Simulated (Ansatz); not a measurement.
Mulliken charges of `FC[NH][AlH][SH]` from ωB97M-V/def2-TZVPP in Ansatz (PBE0-D4/def2-TZVP geometry).

| atom | x (Å) | y (Å) | z (Å) | charge (e) |
| --- | --- | --- | --- | --- |
| F1 | -0.976 | -2.188 | 0.841 | -0.244 |
| C2 | 0.246 | -1.631 | 0.448 | 0.069 |
| N3 | 0.073 | -0.560 | -0.449 | -0.283 |
| Al4 | -0.028 | 1.157 | 0.008 | 0.411 |
| S5 | -0.536 | 2.572 | -1.573 | -0.274 |
| H6 | 0.817 | -2.454 | 0.009 | 0.105 |
| H7 | 0.735 | -1.289 | 1.365 | 0.096 |
| H8 | -0.142 | -0.870 | -1.385 | 0.101 |
| H9 | 0.303 | 1.587 | 1.486 | -0.103 |
| H10 | -0.409 | 3.625 | -0.746 | 0.122 |

By hand: the dipole of these point charges (1 e Å = 4.8032 D).

Σ q r = (0.431, 0.160, 0.135) e Å, of length 0.479 e Å = 2.30 D.

How does the dipole of the full density compare? (An estimate is asked.)

The calculation gave: (0.313, 0.107, -0.048) e Å, 1.61 D; the point charges give 1.43 times that, at 25° from its direction.

Point charges leave out the atoms' own dipoles, such as those of lone pairs, and Mulliken's split depends on the basis, so the two needn't agree.
